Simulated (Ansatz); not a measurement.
Diatomic Ir2, multiplicity 5 (lowest of 2S+1 = 1, 3, 5, 7 at PBE0/def2-TZVPP; our sources give no spin for the ground state, which may be another). No spin–orbit coupling.

The constants come from a fifth-degree fit in 1/R (seven points, main isotopes). In def2 and cc sets the state is the lowest found near the PBE0 minimum, followed along R.

The values were computed with Ansatz (a quantum-chemistry and plane-wave program). Each number belongs to the level named beside it. In def2 rows elements past Kr take small-core potentials, without spin–orbit coupling.

Energies at SVWN5/def2-TZVPP:

```tsv
R (Å)	E (hartree)
2.044658	-208.31418159
2.099622	-208.32397378
2.150189	-208.32824511
2.207351	-208.32881880
2.264514	-208.32592188
2.330471	-208.31939183
2.407420	-208.30876686
```

Task: With a reduced mass of 96.4815 u, find the minimum, the force constant and the constants.

Result: A fifth-degree polynomial in 1/R puts the minimum at r_e = 2.1865 Å with force constant 510 N/m. Then ω_e = (1/2πc)√(k/μ) = 299 cm⁻¹ and B_e = h/(8π²cμr_e²) = 0.03655 cm⁻¹; the cubic and quartic terms give α_e = 6.7e-5 and ω_e x_e = 0.42 cm⁻¹.
